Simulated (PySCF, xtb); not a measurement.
ClH5OSi2, SMILES Cl[Si@@H](O)[SiH3]. One conformer was computed; it need not be the lowest.

Harmonic wavenumbers (cm⁻¹) from GFN2-xTB in xtb at its own minimum, in rising order: 27, 105, 166, 206, 310, 399, 465, 473, 517, 646, 693, 785, 789, 798, 802, 887, 2197, 2235, 2237, 2244, 3619.

Q: What does PBE-D3(BJ)/def2-SVP (PySCF) give at its own minimum? (The exact figures need the calculation; the answer reports its results.)

A: 101, 109, 171, 216, 293, 400, 490, 503, 534, 716, 791, 813, 831, 895, 900, 916, 2141, 2158, 2173, 2180, 3742. Paired by order, the mean absolute difference is 49 cm⁻¹ and the zero-point energies are 29.4 and 30.1 kcal/mol.
